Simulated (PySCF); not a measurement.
C₆ coefficients of unlike pairs at HSE06

Calculated with PySCF 2.14 from the dipole response of each species, C₆(A,B) = (3/π) ∫ α_A(iu) α_B(iu) du, in atomic units, from isotropic polarisabilities. For ions this is the dispersion term alone; charge-induced terms of lower order in 1/R come first.

```csv
species,configuration,basis,relativity,α (bohr³),C₆ (like pair)
B²⁺,[He] 2s1 (2S),aug-cc-pwCVTZ (7s6p4d2f),none,7.193,9.690
Ca,[Ar] 4s2 (1S),aug-cc-pVTZ-X2C (7s6p4d2f),spin-free X2C,158.1,2190
Se,[Ar] 3d10 4s2 4p4 (3P),def2-TZVPPD (7s6p5d1f),none,26.53,220.0
```

Question: Estimate C₆ for Se with Ca.

Answer: The integral gives 583.4. The combination rule 2 C_A C_B / (C_A α_B/α_A + C_B α_A/α_B) gives 574.0 and the geometric mean 694.0.

No spin-orbit coupling is included.

The other pairs:

```tsv
pair	C₆
Ca, B²⁺	136.6
Se, B²⁺	44.79
```
